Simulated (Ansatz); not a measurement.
Ideal-gas functions of C$_{2}$H$_{5}$IO, SMILES `COCI` at 298.15 K and 1 bar, from an Ansatz frequency run at PBE0-D4/def2-TZVP.

Molar mass 171.96 g/mol, point group C1 (symmetry number 1), electronic degeneracy 1, moments of inertia 38.936, 285.968, 310.599 u Å². Harmonic wavenumbers (cm⁻¹, unscaled): 134, 175, 284, 417, 537, 878, 988, 1154, 1176, 1207, 1287, 1299, 1461, 1478, 1493, 1495, 3020, 3076, 3088, 3165, 3199.

Use S(trans) = R[1.5 ln M + 2.5 ln T − 1.1517]; rotational temperatures θ = 24.2544 K / I; S(rot) = R[ln(√π/σ · √(T³/θAθBθC)) + 1.5]; for each mode x = 1.438777 ν̃/T, S = R[x/(eˣ − 1) − ln(1 − e⁻ˣ)] and H = RT x/(eˣ − 1); 1 cm⁻¹ = 0.0119627 kJ/mol; R = 8.31446 J/(mol·K).

Problem. By hand: the entropy, in J/(mol·K).

Solution. Translation 173.1. Rotation: θ = 0.6229, 0.0848, 0.0781 K, giving 111.1. Vibration, mode by mode: 12.08, 9.96, 6.32, 3.77, 2.39, 0.64, 0.41, 0.21, 0.19, 0.17, 0.12, 0.11, 0.06, 0.05, 0.05, 0.05, 0.00, 0.00, 0.00, 0.00, 0.00, in all 36.6. Electronic 0.0. Sum 320.8 J/(mol·K).

Problem. By hand: H − E and G − E in kJ/mol, counted from the electronic energy.

Solution. Zero-point energy ½ × 31011 × 0.0119627 = 185.5; thermal vibration 6.3; translation, rotation and pV give 4 RT = 9.9. H − E = 201.7 kJ/mol, and G − E = 201.7 − 298.15 × 320.8/1000 = 106.1 kJ/mol.

Vibration gives 11 % of the entropy, 12.1 J/(mol·K) of it from the mode under 150 cm⁻¹: soft modes count most, and the harmonic formula is weakest for them. The sum counts one conformer and one mirror image; others add a mixing term.
